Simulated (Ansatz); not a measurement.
(TlH)n off: gap (eV) at several levels, gas phase, relaxed structures; Ansatz. Clusters are the lowest isomers that short searches found in that spin, judged at the geometry's level. Core potentials for Tl in the def2 sets, no spin–orbit coupling. HOMO and LUMO are taken over both spins. The structures are stationary points that may keep the symmetry of their start.

```tsv
species	state	geometry	PBE-D4/def2-SVP	PBE-D4/def2-TZVP	r2SCAN-D4/def2-TZVP	PBE0-D4/def2-SVP	PBE0-D4/def2-TZVP
TlH2	doublet	r2SCAN-D4/def2-TZVP	0.91	0.91	1.62	2.69	2.69
Tl4H5	doublet	PBE-D4/def2-SVP	0.46	0.47	0.92	1.85	1.87
```

(1) Estimate the rows for Tl3H4 (doublet, PBE-D4/def2-SVP geometry).

(1) 
```
species    state         geometry  PBE-D4/def2-SVP  PBE-D4/def2-TZVP  r2SCAN-D4/def2-TZVP  PBE0-D4/def2-SVP  PBE0-D4/def2-TZVP
  Tl3H4  doublet  PBE-D4/def2-SVP             0.45              0.46                 0.86              1.80               1.81
```

Over the 3 species that have every level, the mean is 0.61 at PBE-D4/def2-SVP, 0.61 at PBE-D4/def2-TZVP, 1.13 at r2SCAN-D4/def2-TZVP, 2.11 at PBE0-D4/def2-SVP, 2.12 at PBE0-D4/def2-TZVP. Orbital gaps grow with the share of exact exchange and aren't one observable across functionals.
